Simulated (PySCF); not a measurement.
C₆H₉P.
Structure used (PBE0-D3(BJ)/def2-SVP), in Å, numbered top down from 1:
```xyz
16
C6H9P angstrom
C     -2.936    0.457   -0.981
C     -1.871    0.740   -0.227
C     -0.942   -0.261    0.327
P     -0.450   -0.093    2.139
C      0.502    0.086    0.530
C      1.553   -0.878    0.168
C      2.783   -0.558   -0.243
H     -3.587    1.248   -1.359
H     -3.193   -0.574   -1.246
H     -1.650    1.787    0.018
H     -1.136   -1.290    0.004
H     -0.155   -1.483    2.305
H      0.760    1.134    0.330
H      1.275   -1.936    0.259
H      3.103    0.484   -0.343
H      3.513   -1.331   -0.493
```

Level: PBE0/pcSseg-1 and wB97X-D/def2-SVPD in PySCF, non-relativistic, on one gas-phase PBE0-D3(BJ)/def2-SVP geometry that isn't relaxed in the solvent. The solvent is an IEF-PCM continuum (cavity from Bondi-type radii × 1.2). The model holds no explicit solvent molecules, cavitation or dispersion.

Gas phase at PBE0/pcSseg-1: HOMO -6.84 eV, LUMO -0.53 eV, dipole 0.92 D.

Question: What does the continuum do to the energy, the frontier levels and the dipole at PBE0/pcSseg-1 in chloroform and acetonitrile?

Answer: 
| solvent | ε | E(solvent) − E(gas) (kcal/mol) | polarisation term (kcal/mol) | distortion of the solute (kcal/mol) | HOMO (eV) | LUMO (eV) | dipole (D) |
| --- | --- | --- | --- | --- | --- | --- | --- |
| chloroform | 4.711 | -2.75 | -2.96 | 0.21 | -6.81 | -0.49 | 1.16 |
| acetonitrile | 35.69 | -3.95 | -4.40 | 0.45 | -6.82 | -0.50 | 1.27 |

Polarisation term: ½ Σ q·V over the induced surface charges. Distortion: the rise of the solute's own energy as its density leaves the gas-phase optimum. From chloroform to acetonitrile the lowering changes by a factor 1.44, Onsager's factor (ε − 1)/(2ε + 1) by 1.35 and ε itself by 7.6.

Question: Give the dipole vector in the frame of the coordinates (D, pointing from negative to positive charge), gas and acetonitrile.

Answer: Gas (0.20, -0.53, -0.72), solvent (0.29, -0.81, -0.94). Its length changes by +38 % and its direction by 4°.

Question: Which ESP-fitted charges (PBE0/pcSseg-1) respond most in acetonitrile (means over atoms taken as equivalent)?

Answer: 
| atoms | environment | gas (e) | solvent (e) | change |
| --- | --- | --- | --- | --- |
| P4 | phosphine phosphorus | -0.154 | -0.217 | -0.063 |
| H12 | P–H hydrogen | +0.113 | +0.146 | +0.033 |
| C1/C7 | terminal =CH2 carbon | -0.495 | -0.520 | -0.025 |
| C2/C6 | alkene CH carbon | -0.033 | -0.056 | -0.023 |
| H10/H14 | vinylic hydrogen | +0.121 | +0.139 | +0.018 |
| H11/H13 | methine hydrogen | +0.162 | +0.178 | +0.016 |

Gas phase at wB97X-D/def2-SVPD: HOMO -8.62 eV, LUMO 1.12 eV, dipole 0.83 D.

Question: What does the continuum do to the energy, the frontier levels and the dipole at wB97X-D/def2-SVPD in acetonitrile?

Answer: 
```csv
solvent,ε,E(solvent) − E(gas) (kcal/mol),polarisation term (kcal/mol),distortion of the solute (kcal/mol),HOMO (eV),LUMO (eV),dipole (D)
acetonitrile,35.69,-3.76,-4.30,0.54,-8.59,1.14,1.22
```

Question: How does the static polarisability (wB97X-D/def2-SVPD, frozen core, with the continuum's full static response) change?

Answer: 
```json
{"medium": "gas", "isotropic (au)": "104.5", "principal values (au)": "80.1, 102.0, 131.4", "⟨r²⟩ of the electrons (bohr²)": "1155.5"}
{"medium": "acetonitrile", "isotropic (au)": "150.2", "principal values (au)": "117.9, 153.0, 179.6", "⟨r²⟩ of the electrons (bohr²)": "1155.5"}
```

The isotropic value in acetonitrile is 1.44 times the gas-phase one; no cavity-field correction is applied. ⟨r²⟩ is taken about the centre of nuclear charge.

Hardware: an Arm Neoverse V2 with one thread (shared host). This is the whole shielding run at PBE0/pcSseg-1 in acetonitrile, SCF included.

wB97X-D is run here without its empirical dispersion term; that term would change no orbital, density or response property at a fixed geometry.
